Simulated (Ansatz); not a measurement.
One change: `[OH][SnH]1[CH2][S]1` becomes `[CH2]1[S][SnH2]1`.

Ansatz, PBE0-D4/def2-TZVP geometries, multiplicity 1. Each molecule was computed in one conformer, which needn't be the lowest.

Elements past krypton have def2 core potentials.

| property | `[OH][SnH]1[CH2][S]1` |
| --- | --- |
| ideal-gas entropy at 298 K and 1 bar (rigid rotor, harmonic PBE0-D4/def2-TZVP) / J/(mol·K) | 337 |
| HOMO–LUMO gap (PBE/def2-TZVPP) / eV | 3.46 |
| HOMO energy (ωB97M-V/def2-TZVPP) / eV | -8.95 |
| HOMO energy (PBE/def2-TZVPP) / eV | -5.63 |
| HOMO–LUMO gap (ωB97M-V/def2-TZVPP) / eV | 9.59 |
| HOMO energy (PBE0/def2-TZVPP) / eV | -6.84 |

Give the same properties after the change, and the shifts. (An estimate is asked.)

Computed: 
```tsv
property	`[CH2]1[S][SnH2]1`	shift
ideal-gas entropy at 298 K and 1 bar (rigid rotor, harmonic PBE0-D4/def2-TZVP) / J/(mol·K)	303	-34
HOMO–LUMO gap (PBE/def2-TZVPP) / eV	3.68	0.22
HOMO energy (ωB97M-V/def2-TZVPP) / eV	-8.79	0.16
HOMO energy (PBE/def2-TZVPP) / eV	-5.42	0.21
HOMO–LUMO gap (ωB97M-V/def2-TZVPP) / eV	9.34	-0.25
HOMO energy (PBE0/def2-TZVPP) / eV	-6.61	0.23
```

The zero-point energy changes by -17.4 kJ/mol with -3 modes.
